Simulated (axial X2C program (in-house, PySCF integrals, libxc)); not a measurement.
# Ω levels of DyS⁺ from open-shell CI on f9 s0

Calculated with an axial X2C code built on PySCF integrals: two-component X2C with atomic mean-field Coulomb and Gaunt terms, basis Dy dyall-v3z, S dyall-v3z (cores contracted in-house). Orbitals come from Hartree–Fock averaged over the configuration Dy f9 s0; CI then distributes these electrons over the f, s shells of Dy.

R = 2.238 Å (near the minimum of the configuration average).

Lowest levels of this model:

```json
{"Ω": "15/2", "energy (cm⁻¹)": "0", "g∥": "19.91", "configuration": "100% f9"}
{"Ω": "13/2", "energy (cm⁻¹)": "349", "g∥": "17.08", "configuration": "100% f9"}
{"Ω": "11/2", "energy (cm⁻¹)": "601", "g∥": "14.39", "configuration": "100% f9"}
{"Ω": "9/2", "energy (cm⁻¹)": "790", "g∥": "11.74", "configuration": "100% f9"}
{"Ω": "7/2", "energy (cm⁻¹)": "938", "g∥": "9.10", "configuration": "100% f9"}
{"Ω": "5/2", "energy (cm⁻¹)": "1053", "g∥": "6.47", "configuration": "100% f9"}
{"Ω": "3/2", "energy (cm⁻¹)": "1134", "g∥": "3.87", "configuration": "100% f9"}
{"Ω": "1/2", "energy (cm⁻¹)": "1176", "g∥": "1.29", "configuration": "100% f9"}
{"Ω": "13/2", "energy (cm⁻¹)": "3422", "g∥": "16.79", "configuration": "100% f9"}
{"Ω": "11/2", "energy (cm⁻¹)": "3632", "g∥": "13.88", "configuration": "100% f9"}
{"Ω": "9/2", "energy (cm⁻¹)": "3863", "g∥": "11.17", "configuration": "100% f9"}
{"Ω": "7/2", "energy (cm⁻¹)": "4052", "g∥": "8.63", "configuration": "100% f9"}
{"Ω": "5/2", "energy (cm⁻¹)": "4182", "g∥": "6.15", "configuration": "100% f9"}
{"Ω": "3/2", "energy (cm⁻¹)": "4262", "g∥": "3.68", "configuration": "100% f9"}
{"Ω": "1/2", "energy (cm⁻¹)": "4302", "g∥": "1.22", "configuration": "100% f9"}
{"Ω": "11/2", "energy (cm⁻¹)": "5854", "g∥": "13.62", "configuration": "100% f9"}
{"Ω": "9/2", "energy (cm⁻¹)": "6005", "g∥": "10.67", "configuration": "100% f9"}
{"Ω": "7/2", "energy (cm⁻¹)": "6207", "g∥": "7.96", "configuration": "100% f9"}
{"Ω": "5/2", "energy (cm⁻¹)": "6386", "g∥": "5.59", "configuration": "100% f9"}
{"Ω": "3/2", "energy (cm⁻¹)": "6501", "g∥": "3.34", "configuration": "100% f9"}
{"Ω": "1/2", "energy (cm⁻¹)": "6552", "g∥": "1.11", "configuration": "100% f9"}
{"Ω": "9/2", "energy (cm⁻¹)": "7727", "g∥": "10.35", "configuration": "100% f9"}
{"Ω": "7/2", "energy (cm⁻¹)": "7840", "g∥": "7.33", "configuration": "100% f9"}
{"Ω": "5/2", "energy (cm⁻¹)": "8042", "g∥": "4.71", "configuration": "100% f9"}
{"Ω": "3/2", "energy (cm⁻¹)": "8218", "g∥": "2.90", "configuration": "100% f9"}
{"Ω": "1/2", "energy (cm⁻¹)": "8279", "g∥": "0.96", "configuration": "100% f9"}
{"Ω": "11/2", "energy (cm⁻¹)": "10510", "g∥": "15.94", "configuration": "100% f9"}
```

g∥ is the magnitude of 2⟨Lz + ge Sz⟩ for the +Ω component.

(1) From Ω and g∥ of the lowest level, whose 2⟨Lz + ge Sz⟩ is positive, find ⟨Sz⟩ and ⟨Lz⟩ (ge = 2.0023).

Occupations of the active spinors in the lowest level by ω, shell by shell in order of energy: -7/2: 0.00; -5/2: 0.93 0.07; -3/2: 0.85 0.15; -1/2: 0.70 0.30 0.00; 1/2: 0.53 0.47 0.00; 3/2: 1.00 1.00; 5/2: 1.00 1.00; 7/2: 1.00. The leading determinant has weight 0.30 among 208.

This point took 2.5 s on 1 thread of Arm Neoverse V1, with other jobs on the host.

There is no dynamic correlation: spin–orbit spacings and, for f shells, spacings inside one term are the most reliable numbers, splittings between terms come out too wide, and energies between configurations are not reliable, so the lowest level need not be the ground state of the molecule. At most 4 roots were kept for each Ω > 0 (twice that for Ω = 0) within 2.2 eV of the lowest, so higher up levels can be missing between those listed; levels with Ω > 0 are doubly degenerate and listed once, Ω = 0 levels singly. States that fill the shells left empty in the average are placed too high.

Results:

(1) Ω = ⟨Lz⟩ + ⟨Sz⟩ = 15/2 and ⟨Lz⟩ + ge⟨Sz⟩ = 9.955, so ⟨Sz⟩ = 2.45 and ⟨Lz⟩ = 5.05.
